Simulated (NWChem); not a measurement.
A series in which one site is exchanged, each optimised at PBE0/def2-SVP with NWChem, gas phase unless a solvent is named. All stand in one matching conformer (torsions within 35°), which need not be the lowest. Some are not confirmed as minima by frequencies. def2 effective core potentials on In; no spin-orbit coupling.

A: [PH2][InH][PH2] (InP2H5; site = In)
B: PBP (BP$_{2}$H$_{5}$; site = B)
C: [PH2][AlH][PH2] (AlP$_{2}$H$_{5}$; site = Al)
D: [PH2][GaH][PH2] (GaP2H5; site = Ga)

| quantity | A | B | C | D |
|---|---|---|---|---|
| dipole (D), PBE0/def2-SVP | 1.56 | (withheld) | 1.69 | 1.60 |
| orbital gap (eV), PBE0/def2-SVP | 5.06 | (withheld) | 5.36 | 5.33 |
| lowest singlet excitation, PBE/def2-SVPD, TDA (eV) | 3.73 | (withheld) | 4.05 | 4.02 |

Complete the blanks.


- dipole (D), PBE0/def2-SVP, B: 1.54
- orbital gap (eV), PBE0/def2-SVP, B: 5.28
- lowest singlet excitation, PBE/def2-SVPD, TDA (eV), B: 4.32
